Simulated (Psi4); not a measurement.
N$_{2}$, triplet, geometry from GFN2-xTB (a higher spin typed on purpose: for a closed-shell molecule this is an excited state); REVPBE/def2-SVP (Psi4).

The Psi4 input:
```
memory 2 GB

molecule mol {
0 3
N    -0.000000   -0.000000   -0.577762
N     0.000000    0.000000    0.577762
}

set {
  basis def2-svp
  reference uks
}

energy('revpbe')
print_variables()
```

The log (banner, timings and long lists left out):

```
   => Loading Basis Set <=

    Name: DEF2-SVP
    Role: ORBITAL
    Keyword: BASIS

         ---------------------------------------------------------
                                   SCF
               by Justin Turney, Rob Parrish, Andy Simmonett
                          and Daniel G. A. Smith
                              UKS Reference
         ---------------------------------------------------------

  ==> Geometry <==

    Molecular point group: d2h
    Full point group: D_inf_h

    Geometry (in Angstrom), charge = 0, multiplicity = 3:

       Center              X                  Y                   Z               Mass
    ------------   -----------------  -----------------  -----------------  -----------------
         N            0.000000000000     0.000000000000    -0.577762000000    14.003074004430
         N            0.000000000000     0.000000000000     0.577762000000    14.003074004430

  Running in d2h symmetry.

  Rotational constants: A = ************  B =      1.80321  C =      1.80321 [cm^-1]
  Rotational constants: A = ************  B =  54058.73400  C =  54058.73400 [MHz]
  Nuclear repulsion =   22.439761807483020

  Charge       = 0
  Multiplicity = 3
  Electrons    = 14
  Nalpha       = 8
  Nbeta        = 6

  ==> Algorithm <==

  SCF Algorithm Type is DF.
  DIIS enabled.
  MOM disabled.
  Fractional occupation disabled.
  Guess Type is SAD.
  Energy threshold   = 1.00e-06
  Density threshold  = 1.00e-06
  Integral threshold = 1.00e-12

  ==> Primary Basis <==

  Basis Set: DEF2-SVP
    Blend: DEF2-SVP
    Number of shells: 12
    Number of basis functions: 28
    Number of Cartesian functions: 30
    Spherical Harmonics?: true
    Max angular momentum: 2

  ==> DFT Potential <==

   => LibXC <=

    Version 7.1.2
    S. Lehtola, C. Steigemann, M. J. T. Oliveira, and M. A. L. Marques,  SoftwareX 7, 1–5 (2018) (10.1016/j.softx.2017.11.002)

   => Composite Functional: REVPBE <=

    revPBE GGA Exchange-Correlation Functional

    Y. Zhang and W. Yang, Phys. Rev. Lett. 80, 890, 1998

    Deriv               =              1
    GGA                 =           TRUE
    Meta                =          FALSE

    Exchange Hybrid     =          FALSE
    MP2 Hybrid          =          FALSE

   => Exchange Functionals <=

    1.0000   XC_GGA_X_PBE_R

   => Correlation Functionals <=

    1.0000     XC_GGA_C_PBE

   => LibXC Density Thresholds  <==

    XC_GGA_C_PBE:  1.00E-12
    XC_GGA_X_PBE_R:  1.00E-15

[...]
   @S   Expected:                1.000000000E+00
   @S   Observed:                1.000000000E+00

    Orbital Energies [Eh]
    ---------------------

    Alpha Occupied:

[...]
    Alpha Virtual:

[...]
    Beta Occupied:

[...]
    Beta Virtual:

[...]
       7B1u    3.263695

    Final Occupation by Irrep:
             Ag   B1g   B2g   B3g    Au   B1u   B2u   B3u
    DOCC [     2,    0,    0,    0,    0,    2,    1,    1 ]
    SOCC [     1,    0,    1,    0,    0,    0,    0,    0 ]
    NA   [     3,    0,    1,    0,    0,    2,    1,    1 ]
    NB   [     2,    0,    0,    0,    0,    2,    1,    1 ]

  @DF-UKS Final Energy:  -109.16264291953482

   => Energetics <=

    Nuclear Repulsion Energy =             22.4397618074830199
    One-Electron Energy =                -191.9060390421450393
    Two-Electron Energy =                  73.9478052927129568
    DFT Exchange-Correlation Energy =     -13.6441709775857642
    Empirical Dispersion Energy =           0.0000000000000000
    VV10 Nonlocal Energy =                  0.0000000000000000
    Total Energy =                       -109.1626429195348180

  UHF NO Occupations:
  HONO-2 :    2B1u 1.9992562
  HONO-1 :    3 Ag 1.0000000
  HONO-0 :    1B2g 1.0000000
  LUNO+0 :    3B1u 0.0007438
  LUNO+1 :    2B3u 0.0005304
  LUNO+2 :    4 Ag 0.0001139
  LUNO+3 :    2B2u 0.0000972

Computation Completed

Properties will be evaluated at   0.000000,   0.000000,   0.000000 [a0]

Properties computed using the SCF density matrix

 Multipole Moments:

 ------------------------------------------------------------------------------------
     Multipole            Electronic (a.u.)      Nuclear  (a.u.)        Total (a.u.)
 ------------------------------------------------------------------------------------

 L = 1.  Multiply by 2.5417464519 to convert [e a0] to [Debye]
 Dipole X            :          0.0000000            0.0000000            0.0000000
 Dipole Y            :          0.0000000            0.0000000            0.0000000
 Dipole Z            :          0.0000000            0.0000000            0.0000000
 Magnitude           :                                                    0.0000000

 ------------------------------------------------------------------------------------

  Variable Map:
  ----------------------------------------------------------------------------
[...]
  Array Variable Map:
  ----------------------------------------------------------------------------
[...]
[...]
```
